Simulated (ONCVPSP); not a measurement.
## Building the ONCV potential for lithium (Li) (PBE, fully relativistic).

| Quantity | Value |
| --- | --- |
| Element | Li (Z = 3) |
| Generator | ONCVPSP 4.0.1 |
| Type | optimised norm-conserving Vanderbilt (ONCV) |
| Functional | PBE |
| Relativity | fully relativistic |
| Frozen core | none |
| Valence charge | 3 |
| Reference configuration | 1s2 2s1 |
| Partial waves | 1s+2s: rc 1.05 bohr, ncon 4, nbas 7, qcut 8.6 1/bohr, 2 projectors; p scattering state at 0.17 Ha: rc 0.85 bohr, ncon 5, nbas 8, qcut 9.6 1/bohr, 1 projector; d scattering state at 0.45 Ha: rc 0.85 bohr, ncon 4, nbas 7, qcut 11.9 1/bohr, 1 projector |
| Local potential | polynomial inside 0.85 bohr (lpopt 5, dvloc0 -1 Ha) |
| Core correction | none |

Open shells are filled in proportion to 2j + 1.

All-electron outer shells of the reference configuration (PBE, scalar-relativistic, ld1.x):

```tsv
shell	level (eV)	outermost node (bohr)	outermost maximum (bohr)
1s	-51.85	–	0.36
2s	-2.87	0.83	3.12
```

Q: Estimate the cutoffs (Ha) at which the residual kinetic energy of the hardest occupied pseudo-wave falls to 1 and 0.1 mHa per electron.

A: 37 Ha and 102 Ha.

Q: Does the potential have ghost states?

A: No bound ghost flagged; no localised positive-energy state flagged.

Q: Which valence shell sets the plane-wave cutoff?

A: 1s: 37 Ha for 1 mHa per electron, against 27 Ha for 2s.

Q: Tests: 1s2 2s0; 1s2 2s0.5; 1s2 2s0 2p1; 1s1 2s1. Which has the largest error in its energy relative to the reference configuration, and how large is it?

A: 1s1 2s1, with +925 meV (all-electron minus pseudo) on +68.41 eV.
